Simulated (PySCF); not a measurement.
**Electron correlation in Ni (nickel, neutral)**

[Ar] 3d9 4s1, high-spin 3D determinant (an excited configuration). Calculation: PySCF 2.14, in aug-cc-pVTZ (8s7p5d3f2g, 93 functions); no relativity, point nucleus. Frozen: [Ar]; 10 electrons correlated.

```json
{"level": "CCSD", "correlation energy (mhartree)": "-374.29"}
{"level": "(T)", "correlation energy (mhartree)": "-18.90"}
{"level": "CCSD(T)", "correlation energy (mhartree)": "-393.19"}
```

Diagnostics: T1 = 0.026, D1 = 0.0762, largest double amplitude 0.022.

Task: Is a single reference adequate?

Result: Yes: T1 lies below 0.03 and no double amplitude reaches 0.07.
